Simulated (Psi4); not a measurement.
Approach curve of the dimer H2 ··· H4O4Si (SMILES [H][H] and O[Si](O)(O)O). Monomers: optimised at B3LYP-D3(BJ) (def2-TZVP), held rigid. Orientation: lowest of the rigid-body minima from ten starts at GFN2-xTB. Only R, the distance of the centres of mass, is varied, so the lowest point isn't the relaxed dimer.

PBE/def2-TZVP, counterpoise-corrected (Psi4); PBE-D3(BJ)/def2-TZVP, counterpoise-corrected (Psi4); PBE0/def2-TZVP, counterpoise-corrected (Psi4); SAPT0/jun-cc-pVDZ, frozen core (Psi4).

Interaction energies in kcal/mol; the last columns give the difference from SAPT0:

```json
[
 {"R / Å": "2.97", "PBE/def2-TZVP": "1.64", "PBE-D3(BJ)/def2-TZVP": "0.77", "PBE0/def2-TZVP": "1.65", "SAPT0/jun-cc-pVDZ": "1.98", "PBE/def2-TZVP − SAPT0/jun-cc-pVDZ": "-0.35", "PBE-D3(BJ)/def2-TZVP − SAPT0/jun-cc-pVDZ": "-1.21", "PBE0/def2-TZVP − SAPT0/jun-cc-pVDZ": "-0.33"},
 {"R / Å": "3.17", "PBE/def2-TZVP": "0.53", "PBE-D3(BJ)/def2-TZVP": "-0.24", "PBE0/def2-TZVP": "0.56", "SAPT0/jun-cc-pVDZ": "0.76", "PBE/def2-TZVP − SAPT0/jun-cc-pVDZ": "-0.24", "PBE-D3(BJ)/def2-TZVP − SAPT0/jun-cc-pVDZ": "-1.00", "PBE0/def2-TZVP − SAPT0/jun-cc-pVDZ": "-0.21"},
 {"R / Å": "3.40", "PBE/def2-TZVP": "-0.07", "PBE-D3(BJ)/def2-TZVP": "-0.72", "PBE0/def2-TZVP": "-0.02", "SAPT0/jun-cc-pVDZ": "0.10", "PBE/def2-TZVP − SAPT0/jun-cc-pVDZ": "-0.17", "PBE-D3(BJ)/def2-TZVP − SAPT0/jun-cc-pVDZ": "-0.82", "PBE0/def2-TZVP − SAPT0/jun-cc-pVDZ": "-0.12"},
 {"R / Å": "3.58", "PBE/def2-TZVP": "-0.26", "PBE-D3(BJ)/def2-TZVP": "-0.83", "PBE0/def2-TZVP": "-0.21", "SAPT0/jun-cc-pVDZ": "-0.13", "PBE/def2-TZVP − SAPT0/jun-cc-pVDZ": "-0.13", "PBE-D3(BJ)/def2-TZVP − SAPT0/jun-cc-pVDZ": "-0.70", "PBE0/def2-TZVP − SAPT0/jun-cc-pVDZ": "-0.08"},
 {"R / Å": "3.80", "PBE/def2-TZVP": "-0.34", "PBE-D3(BJ)/def2-TZVP": "-0.80", "PBE0/def2-TZVP": "-0.28", "SAPT0/jun-cc-pVDZ": "-0.24", "PBE/def2-TZVP − SAPT0/jun-cc-pVDZ": "-0.10", "PBE-D3(BJ)/def2-TZVP − SAPT0/jun-cc-pVDZ": "-0.56", "PBE0/def2-TZVP − SAPT0/jun-cc-pVDZ": "-0.04"},
 {"R / Å": "4.00", "PBE/def2-TZVP": "-0.33", "PBE-D3(BJ)/def2-TZVP": "-0.71", "PBE0/def2-TZVP": "-0.27", "SAPT0/jun-cc-pVDZ": "-0.25", "PBE/def2-TZVP − SAPT0/jun-cc-pVDZ": "-0.08", "PBE-D3(BJ)/def2-TZVP − SAPT0/jun-cc-pVDZ": "-0.46", "PBE0/def2-TZVP − SAPT0/jun-cc-pVDZ": "-0.02"},
 {"R / Å": "4.31", "PBE/def2-TZVP": "-0.27", "PBE-D3(BJ)/def2-TZVP": "-0.54", "PBE0/def2-TZVP": "-0.22", "SAPT0/jun-cc-pVDZ": "-0.22", "PBE/def2-TZVP − SAPT0/jun-cc-pVDZ": "-0.05", "PBE-D3(BJ)/def2-TZVP − SAPT0/jun-cc-pVDZ": "-0.32", "PBE0/def2-TZVP − SAPT0/jun-cc-pVDZ": "0.00"},
 {"R / Å": "4.57", "PBE/def2-TZVP": "-0.21", "PBE-D3(BJ)/def2-TZVP": "-0.41", "PBE0/def2-TZVP": "-0.17", "SAPT0/jun-cc-pVDZ": "-0.18", "PBE/def2-TZVP − SAPT0/jun-cc-pVDZ": "-0.03", "PBE-D3(BJ)/def2-TZVP − SAPT0/jun-cc-pVDZ": "-0.24", "PBE0/def2-TZVP − SAPT0/jun-cc-pVDZ": "0.01"},
 {"R / Å": "5.08", "PBE/def2-TZVP": "-0.11", "PBE-D3(BJ)/def2-TZVP": "-0.23", "PBE0/def2-TZVP": "-0.09", "SAPT0/jun-cc-pVDZ": "-0.11", "PBE/def2-TZVP − SAPT0/jun-cc-pVDZ": "0.00", "PBE-D3(BJ)/def2-TZVP − SAPT0/jun-cc-pVDZ": "-0.12", "PBE0/def2-TZVP − SAPT0/jun-cc-pVDZ": "0.02"},
 {"R / Å": "5.82", "PBE/def2-TZVP": "-0.04", "PBE-D3(BJ)/def2-TZVP": "-0.09", "PBE0/def2-TZVP": "-0.04", "SAPT0/jun-cc-pVDZ": "-0.05", "PBE/def2-TZVP − SAPT0/jun-cc-pVDZ": "0.01", "PBE-D3(BJ)/def2-TZVP − SAPT0/jun-cc-pVDZ": "-0.04", "PBE0/def2-TZVP − SAPT0/jun-cc-pVDZ": "0.02"},
 {"R / Å": "6.80", "PBE/def2-TZVP": "-0.01", "PBE-D3(BJ)/def2-TZVP": "-0.03", "PBE0/def2-TZVP": "-0.01", "SAPT0/jun-cc-pVDZ": "-0.02", "PBE/def2-TZVP − SAPT0/jun-cc-pVDZ": "0.01", "PBE-D3(BJ)/def2-TZVP − SAPT0/jun-cc-pVDZ": "-0.01", "PBE0/def2-TZVP − SAPT0/jun-cc-pVDZ": "0.01"},
 {"R / Å": "8.08", "PBE/def2-TZVP": "0.00", "PBE-D3(BJ)/def2-TZVP": "-0.01", "PBE0/def2-TZVP": "0.00", "SAPT0/jun-cc-pVDZ": "-0.01", "PBE/def2-TZVP − SAPT0/jun-cc-pVDZ": "0.00", "PBE-D3(BJ)/def2-TZVP − SAPT0/jun-cc-pVDZ": "0.00", "PBE0/def2-TZVP − SAPT0/jun-cc-pVDZ": "0.00"}
]
```

PBE/def2-TZVP is furthest from SAPT0/jun-cc-pVDZ at 2.97 (-0.35 kcal/mol, below); its mean absolute difference over the points is 0.10 kcal/mol.

PBE-D3(BJ)/def2-TZVP is furthest from SAPT0/jun-cc-pVDZ at 2.97 (-1.21 kcal/mol, below); its mean absolute difference over the points is 0.46 kcal/mol.

PBE0/def2-TZVP is furthest from SAPT0/jun-cc-pVDZ at 2.97 (-0.33 kcal/mol, below); its mean absolute difference over the points is 0.07 kcal/mol.
